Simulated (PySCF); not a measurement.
## Radial density of V (vanadium, neutral)

M06-L, [Ar] 3d3 4s2, high-spin 4F determinant. All numbers are calculated (PySCF 2.14, no relativity, point nucleus, in pcseg-2 (6s4p3d2f1g, 56 functions)).

| r (bohr) | 4πr²ρ (e/bohr) | 4πr²(ρα − ρβ) |
| --- | --- | --- |
| 0.00130 | 0.1644 | 0.0000 |
| 0.00219 | 0.4467 | 0.0000 |
| 0.00369 | 1.179 | 0.0000 |
| 0.00620 | 2.973 | 0.0001 |
| 0.0104 | 6.925 | 0.0002 |
| 0.0175 | 14.14 | 0.0005 |
| 0.0295 | 23.25 | 0.0009 |
| 0.0496 | 27.22 | 0.0017 |
| 0.0835 | 22.02 | 0.0060 |
| 0.140 | 23.49 | 0.0318 |
| 0.236 | 29.20 | 0.1777 |
| 0.397 | 13.63 | 0.7858 |
| 0.668 | 10.58 | 1.8786 |
| 1.12 | 8.767 | 1.8846 |
| 1.89 | 2.070 | 0.8356 |
| 3.18 | 0.8245 | 0.1580 |
| 5.35 | 0.1740 | -0.0058 |
| 8.99 | 0.004050 | -0.0006 |

Q: Where is the radial spin density 4πr²(ρα − ρβ) most negative, and why is it negative at all?

A: Around r = 5.35 bohr, down to -0.0058 e/bohr: exchange with the open shell polarises the paired shells in an unrestricted calculation.
